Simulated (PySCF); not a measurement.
PySCF job for prop-1-ynylcyclopropane (C₆H₈), SMILES CC#CC1CC1, SMD-ωB97X/def2-SVP. Coordinates come from a B3LYP-D3(BJ)/def2-SVP optimisation.

```python
import numpy as np
from pyscf import gto, scf, dft
from pyscf.solvent import smd

mol = gto.M(
    atom='''
    C     2.96860496   -0.31757003    0.43524190
    C     1.57285895   -0.15354204    0.04294766
    C     0.41279546   -0.01742775   -0.28700784
    C    -0.96638030    0.14436430   -0.67665778
    C    -1.92878013    0.92456841    0.20357519
    C    -2.07127721   -0.56383561    0.08973597
    H     3.60354604   -0.53879427   -0.43885795
    H     3.09094173   -1.14765434    1.15103195
    H     3.36597559    0.59446996    0.91150434
    H    -1.12631756    0.24226514   -1.75648758
    H    -1.52688692    1.33435455    1.13337814
    H    -2.66227096    1.56174507   -0.29764435
    H    -1.76746514   -1.17748197    0.94126978
    H    -2.90445329   -0.96824789   -0.49120505
    ''',
    basis='def2-SVP',
    charge=0,
    spin=0,
    max_memory=1600,
    verbose=3,
)
mf = dft.RKS(mol, xc='wb97x').density_fit(auxbasis='def2-universal-jkfit')
mf.grids.level = 3
mf.conv_tol = 1e-9
mf.max_cycle = 100
mf.kernel()
res = {}
for name in ['water', 'ethylethanoate', 'methanol']:
    s = mf.SMD()
    s.with_solvent.solvent, s.with_solvent.sasa_ng = name, 194
    s.kernel(mf.make_rdm1())
    res[name] = (s.e_tot, s.with_solvent.get_cds(), s.dip_moment(), s.mo_energy, s.converged)
    print(f'SMD {name}: dG(solv) = {(s.e_tot - mf.e_tot) * 627.509474:.3f} kcal/mol, of which CDS {res[name][1] * 627.509474:.3f}')
```

Program output:

```
converged SCF energy = -233.132536481322
converged SCF energy = -233.134604691084
Dipole moment(X, Y, Z, Debye): -0.06209, -0.01560,  0.19188
SMD water: dG(solv) = -1.298 kcal/mol, of which CDS 3.348
converged SCF energy = -233.141821764243
Dipole moment(X, Y, Z, Debye): -0.04619, -0.01623,  0.19019
SMD ethylethanoate: dG(solv) = -5.827 kcal/mol, of which CDS -2.289
converged SCF energy = -233.141003724735
Dipole moment(X, Y, Z, Debye): -0.05976, -0.01572,  0.19196
SMD methanol: dG(solv) = -5.313 kcal/mol, of which CDS -0.809
```

Self-consistency was reached.
